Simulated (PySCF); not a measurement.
The vertical singlet excitations below were computed for one of the candidates. The calculation used PySCF, TDDFT CAM-B3LYP/def2-SVPD, vertical, gas phase, core orbitals frozen in the response. Geometries: GFN2-xTB, one conformer each.

```csv
state,E (eV),λ (nm),f
S1,5.35,231.6,0.236
S2,6.91,179.4,0.189
S3,6.93,178.9,0.0040
S4,7.00,177.0,0.016
S5,7.33,169.2,0.124
S6,7.52,164.9,0.018
S7,7.69,161.2,0.0002
S8,7.78,159.4,0.0014
```

Triplets computed (Tamm–Dancoff): 3.68, 4.25, 6.52 eV.

Question: Which structure fits? All have the formula C5H6F2OSi.
A. `FC(F)c1ccc([SiH3])o1`
B. `O1C(C(F)(F)C([SiH3])=C1)=C`
C. `CC1=CC=CO[Si]1(F)F`
D. `FCC1=C[Si@@H](F)C=CO1`
E. `CC(=O)C1=C[SiH2]C1(F)F`

Answer: B. Its S1 lies at 5.35 eV; the nearest of the others has S1 at 5.77 eV. S1 is HOMO→LUMO (97%). Löwdin shares by element: HOMO carbon 48% or more, oxygen 25% (atoms not listed hold the other 27%); LUMO carbon 67% or more (atoms not listed hold the other 33%). At the same level the other candidates give, for their lowest levels:
- `FCC1=C[Si@@H](F)C=CO1`: 5.95 eV (f 0.038); 6.57 eV (f 0.103); 6.94 eV (f 0.005); 7.04 eV (f 0.029); 7.32 eV (f 0.013); T1 4.27 eV; HOMO -8.78, LUMO 0.40 eV
- `FC(F)c1ccc([SiH3])o1`: 5.77 eV (f 0.372); 6.66 eV (f 0.000); 6.71 eV (f 0.001); 7.34 eV (f 0.001); 7.47 eV (f 0.009); T1 3.70 eV; HOMO -8.42, LUMO 0.20 eV
- `CC(=O)C1=C[SiH2]C1(F)F`: 3.58 eV (f 0.000); 5.41 eV (f 0.000); 5.92 eV (f 0.226); 6.08 eV (f 0.003); 6.78 eV (f 0.120); T1 3.12 eV; HOMO -9.04, LUMO -1.25 eV
- `CC1=CC=CO[Si]1(F)F`: 4.91 eV (f 0.229); 6.28 eV (f 0.001); 6.37 eV (f 0.000); 6.70 eV (f 0.004); 6.94 eV (f 0.034); T1 2.94 eV; HOMO -8.08, LUMO -0.36 eV
